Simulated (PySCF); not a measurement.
Si(F)(OH)2(SH) (FH₃O₂SSi), SMILES O[Si](O)(F)S. The structure is a stationary point at PBE-D3(BJ)/def2-SVP. Other conformers were not sampled.

Computed equilibrium geometry at PBE-D3(BJ)/def2-SVP (PySCF confirms it by a frequency run) as Cartesian coordinates in Å (one conformer of several):
```xyz
8

O      0.1227    -0.2401     1.8201
Si     0.1369    -0.2859     0.1593
O      1.6917    -0.6242    -0.2879
F     -0.8833    -1.4549    -0.3622
S     -0.5302     1.5181    -0.7700
H     -0.7129     0.0503     2.2253
H      2.1798    -1.1674     0.3570
H     -1.4667     0.8397    -1.4893
```
